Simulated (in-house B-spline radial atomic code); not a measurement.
# PBE hybrid excitations of Rb⁷⁺

Method: PBE hybrid with 0.7 exact exchange. Computed with a B-spline radial code for spherical atoms: linear response of the closed shell [Ar] 3d10 4s2 with the functional's adiabatic kernel; scalar-relativistic (spin-free one-electron X2C), finite nucleus, no spin-orbit coupling, no double excitations, S, P, D and F terms only; shells from n = 2 respond. Only terms of natural parity with L up to 3 were computed.

Command:
```bash
python run_td.py task.json out
```
Settings (radii: box in bohr, nucleus in fm):
```
Z                        37
electrons                30
configuration            [Ar] 3d10 4s2
hamiltonian              x2c
method                   pbeh
box_radius               12.81
exact_exchange_fraction  0.7
rms_radius               4.2036
intervals                70
```

Run time, properties included: 2.1 s on 1 thread of Arm Neoverse N1, on a shared host.

The lowest states, in the order of their Tamm-Dancoff energies; the method's threshold (minus the highest occupied level) is 129.92 eV. Labels give the largest channel, * marks a mixed state, and oscillator strengths are full-response dipole values. Semilocal kernels can invert the small singlet-triplet splittings of Rydberg terms. Energies in eV:

```tsv
state	full response	Tamm-Dancoff	oscillator strength
4s → 4p 3P	16.099	16.490	-
4s → 4p 1P	23.103	23.693	1.53
4s → 4d 3D	48.15	48.18	-
4s → 4d 1D	50.59	50.64	-
4s → 5s 3S	64.23	64.24	-
4s → 5s 1S	65.58	65.62	-
4s → 5p 3P	72.19	72.20	-
4s → 5p 1P	72.78	72.82	0.113
4s → 4f 3F	74.30	74.32	-
4s → 4f 1F	75.20	75.20	-
4s → 5d 3D	?	?	-
4s → 5d 1D	?	?	-
4s → 6s 3S	90.64	90.64	-
4s → 6s 1S	91.02	91.04	-
4s → 6p 3P	94.42	94.43	-
4s → 6p 1P	94.60	94.61	0.0498
4s → 5f 3F	95.12	95.13	-
4s → 5f 1F	95.45	95.45	-
```

(1) Where does 4s → 5d 3D lie?

(2) Where does 4s → 5d 1D lie?

(3) How large is the singlet-triplet splitting of 4s → 4p (P terms) in Tamm-Dancoff?

(4) What polarisabilities and dispersion coefficient does the method give?

Results:

(1) At 84.14 eV in full response, 84.15 eV in Tamm-Dancoff.

(2) At 84.59 eV in full response, 84.60 eV in Tamm-Dancoff.

(3) 7.2 eV, from the unrounded values.

(4) Dipole 2.319 bohr³, quadrupole 2.045 bohr⁵, C6 4.026 hartree·bohr⁶ for two such species.
